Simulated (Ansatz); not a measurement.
A set of 12 reactions (ligand exchange), with CCSD(T)/CBS values in kJ/mol:

```
                                                                    reaction     ΔE
                     `[SiH3]CCCl` + `OP[SiH3]` → `OP([SiH3])[SiH3]` + `CCCl`  -28.0
                                 `CB(P)C[SiH3]` + H₂S → `CB(S)C[SiH3]` + PH₃  -64.3
                                `O[CH2][Zn][I]` + H–F → `O[CH2][Zn][F]` + HI   84.9
                  `F[SiH](Cl)[GeH2][Cl]` + HI → `F[SiH](Cl)I` + `[Cl][GeH3]`  -77.5
                       `F[Si]([SiH3])(Cl)Br` + NH₃ → `N[Si](F)(Cl)Br` + SiH₄  -70.8
                        `S[SiH]1C[SiH2]N1` + HCl → `Cl[SiH]1C[SiH2]N1` + H₂S  -41.0
            `S[SiH2][O][GeH3]` + `[SiH3]S` → `[SiH3]S[SiH2]S` + `[OH][GeH3]`   51.3
               `C[SiH2][SiH2][SiH3]` + `NCF` → `FCN[SiH2][SiH3]` + `C[SiH3]`  -28.7
            `[OH][Zr]([F])([Cl])[I]` + HCl → `[OH][Zr]([Cl])([Cl])[I]` + H–F    8.6
  `N[SiH2][SiH](N)F` + `N[SiH](N)Cl` → `N[Si@H](F)N[Si@@H](N)Cl` + `N[SiH3]`  -92.0
`[SiH3][O][Al]([Cl])[O][SiH3]` + H₂S → `[SiH3][O][Al]([SH])[Cl]` + `O[SiH3]`   45.1
                          `O[CH2][InH][OH]` + NH₃ → `[NH2][InH][OH]` + CH₃OH  -36.6
```

Calculated with Ansatz (gas phase, PBE0-D4/def2-TZVP geometries, no zero-point term in ΔE). CCSD(T)/CBS adds triple-zeta CCSD(T) − MP2 to the extrapolated MP2 energy (def2 sets, frozen cores). This one scheme is used for every species. Functionals use def2-TZVPP. B3LYP here is the variant with VWN-RPA as its local correlation; programs differ in this. Elements past krypton have def2 core potentials. For Br, Ge, I, In, Zn, Zr outer-core shells are correlated without core-valence functions, which leaves a few kJ/mol of doubt a bond. Scalar relativity is left out up to krypton. One conformer a species, not always the lowest.

(1) Give the mean, mean absolute and largest difference (level minus CCSD(T)/CBS, kJ/mol) for: r2SCAN-D4, PBE0-D4, B3LYP-D4, ωB97X-V, B2PLYP, PBE, r2SCAN, PBE0, HF/def2-TZVPP, HF/def2-QZVPP, MP2/def2-QZVPP, SCS-MP2/def2-QZVPP, MP2/CBS(def2), CCSD/CBS(def2). (An estimate is asked.)

The largest T1 diagnostic in the set is 0.016, for `[NH2][InH][OH]` (customary mark 0.02).

CCSD(T)/CBS is a level of theory with its own doubt, and the functionals carry their triple-zeta basis error, so these figures describe this set and don't rank the functionals.

## Answers

(1) Ansatz gave: 
```csv
level,mean,mean absolute,largest
r2SCAN-D4,0.9,4.8,-11.1
PBE0-D4,2.8,7.2,14.0
B3LYP-D4,1.5,4.4,-11.9
ωB97X-V,0.7,3.9,16.3
B2PLYP,-0.2,4.3,-11.9
PBE,4.3,12.3,26.3
r2SCAN,0.8,4.9,11.9
PBE0,2.8,6.9,16.5
HF/def2-TZVPP,-2.5,13.4,25.2
HF/def2-QZVPP,-2.8,13.9,26.6
MP2/def2-QZVPP,-3.2,3.8,-9.5
SCS-MP2/def2-QZVPP,-2.9,5.2,-9.6
MP2/CBS(def2),-3.3,4.6,-11.8
CCSD/CBS(def2),0.1,2.1,4.2
```
